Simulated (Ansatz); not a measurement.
CrO2F2⁻. Total charge -1; doublet. Geometry r2SCAN-D4/def2-SVP, that of the neutral singlet; atoms count from 1.

```xyz
5

Cr    0.0155   -0.0210    0.0017
O     0.3771   -0.7763    1.2999
O     0.7279   -0.7142   -1.1810
F     0.5383    1.5842    0.1158
F    -1.6588   -0.0728   -0.2364
```

(1) Estimate the Mulliken populations from the PBE0/def2-TZVPD orbitals of Ansatz.

(2) Where does the spin sit?

(3) And the Mayer bond orders between heavy atoms (over 0.3)?

## Answers

(1) 
```json
{"atom": "Cr1", "charge (e)": "2.02", "spin (α − β)": "0.96", "d electrons": "4.04"}
{"atom": "O2", "charge (e)": "-0.81", "spin (α − β)": "-0.01", "d electrons": "–"}
{"atom": "O3", "charge (e)": "-0.81", "spin (α − β)": "-0.01", "d electrons": "–"}
{"atom": "F4", "charge (e)": "-0.70", "spin (α − β)": "0.03", "d electrons": "–"}
{"atom": "F5", "charge (e)": "-0.70", "spin (α − β)": "0.03", "d electrons": "–"}
```
Mulliken values depend strongly on the basis. With diffuse functions, as here, like atoms can get unlike values, and bond orders can come out too low or too high.

(2) Summed by element: Cr 0.96, O -0.02, F 0.06, of 1 unpaired in all. Largest on single atoms: Cr1 0.96, F4 0.03, F5 0.03.

(3) Cr1–O2 1.53 (1.54 Å); Cr1–O3 1.53 (1.54 Å); Cr1–F4 0.31 (1.69 Å); Cr1–F5 0.31 (1.69 Å).
